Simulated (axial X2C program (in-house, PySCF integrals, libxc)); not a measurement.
Bond lengths and stretching modes, held linear, of NHfO²⁺

Calculated with an in-house all-electron X2C program for linear molecules (integrals from PySCF): two-component X2C with atomic mean-field Coulomb and Gaunt terms, Gaussian nuclei, basis N dyall-av3z, Hf dyall-v3z, O dyall-av3z with contracted cores. Spin-free rows use the one-electron spin-free X2C Hamiltonian.

Masses N 14.003, Hf 179.947, O 15.995 u. States: 2c Ω = 3/2 (beyond evenly filled blocks: ω = 3/2); spin-free M_S = 3/2, Λ = 0 (beyond evenly filled blocks: σα, π+α, π-α).

PBE0, spin-free: energies above the lowest point

```tsv
r(N–Hf) (Å)	r(Hf–O) (Å)	E (meV)
2.5633	1.6234	64.99
2.5633	1.6650	5.27
2.5633	1.7066	57.03
2.6290	1.6234	56.24
2.6290	1.6650	0.00
2.6290	1.7066	55.25
2.6290	1.7483	201.39
2.6947	1.6234	57.39
2.6947	1.6650	4.10
2.6947	1.7066	62.27
2.7605	1.6650	15.34
2.7605	1.7483	227.52
```

Problem. Fit a quadratic surface with cubic terms in each bond: where is the minimum, and what are the two stretching wavenumbers?

Solution. At PBE0, spin-free: bonds 2.631 and 1.664 Å; harmonic stretches 208.8 and 1092.5 cm⁻¹; force constants 0.338, 10.4 and coupling 0.17 mdyn/Å.

The other levels and Hamiltonians give:

| Hamiltonian | level | r(N–Hf) (Å) | r(Hf–O) (Å) | lower stretch (cm⁻¹) | upper stretch (cm⁻¹) |
| --- | --- | --- | --- | --- | --- |
| 2c | PBE0 | 2.627 | 1.663 | 209.3 | 1092.0 |
| 2c | HF | 2.748 | 1.641 | 194.0 | 1197.7 |
| 2c | BHandHLYP | 2.663 | 1.655 | 212.4 | 1123.9 |
| 2c | MP2 | 2.711 | 1.693 | 230.7 | 1752.0 |
| spin-free | HF | 2.747 | 1.642 | 198.7 | 1196.4 |
| spin-free | BHandHLYP | 2.666 | 1.656 | 212.0 | 1124.2 |

Each state is one determinant, the lowest of a limited PBE0 search; the stretches come from a fit to these few points and carry an uncertainty of a few per cent. Other orders of the atoms were not compared. Left out for rough or failed fits: MP2 spin-free. The levels spread by more than a fifth, so the stretches depend strongly on the method. MP2 freezes inner shells (threshold -2 hartree). A multiply charged ion may be only metastable. The molecule was held linear; bending was not examined, so a bent shape may lie lower. Note: several unpaired electrons, one determinant need not be a pure state.
